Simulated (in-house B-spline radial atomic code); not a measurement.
Inner levels of cobalt as electrons are removed. A shift is the extra binding of the orbital against the neutral atom ([Ar] 3d3/2(4) 3d5/2(3) 4s2). The density at the nucleus is averaged over the nuclear charge. Computed with a B-spline radial code for spherical atoms: Dirac-Hartree-Fock, jj configuration that fills j = l - 1/2 first, finite nuclei.

A number in brackets counts the electrons of a j subshell.

```tsv
ion	configuration	shift of 1s1/2 (eV)	radius of 1s1/2 (bohr)	Σ<r²> (bohr²)	change of density at nucleus (bohr⁻³)
Co12+	[Ne] 3s2 3p1/2(2) 3p3/2(1)	356.97	0.056151	3.1365	85.738
Co13+	[Ne] 3s2 3p1/2(2)	405.37	0.056143	2.54	103.2
Co14+	[Ne] 3s2 3p1/2(1)	455.99	0.056132	1.9882	120.9
Co15+	[Ne] 3s2	508.56	0.056121	1.4745	139.51
Co16+	[Ne] 3s1	560.17	0.056119	0.97874	-4.4066
Co17+	[He] 2s2 2p6	613.27	0.056115	0.50978	-158.95
Co18+	[He] 2s2 2p1/2(2) 2p3/2(3)	?	?	?	?
Co19+	[He] 2s2 2p1/2(2) 2p3/2(2)	888.17	0.055987	0.36591	-38.394
Co20+	[He] 2s2 2p1/2(2) 2p3/2(1)	1032.12	0.055917	0.30144	25.619
Co21+	[He] 2s2 2p1/2(2)	1180.38	0.055842	0.24138	92.148
Co22+	[He] 2s2 2p1/2(1)	?	?	?	?
Co23+	[He] 2s2	?	?	?	?
Co24+	[He] 2s1	1633.17	0.055661	0.070074	-620.23
Co25+	1s2	1774.93	0.055617	0.0082904	-1509.73
Co26+	1s1	2236.16	0.05483	0.0040217	-9050.34
```

Q: Fill in the row of Co18+.

A: shift of 1s1/2 (eV): 748.54; radius of 1s1/2 (bohr): 0.056053; Σ<r²> (bohr²): 0.43519; change of density at nucleus (bohr⁻³): -99.91.

Q: Fill in the row of Co22+.

A: shift of 1s1/2 (eV): 1334.98; radius of 1s1/2 (bohr): 0.055759; Σ<r²> (bohr²): 0.18611; change of density at nucleus (bohr⁻³): 157.78.

Q: Fill in the row of Co23+.

A: shift of 1s1/2 (eV): 1494.11; radius of 1s1/2 (bohr): 0.055671; Σ<r²> (bohr²): 0.13468; change of density at nucleus (bohr⁻³): 225.7.
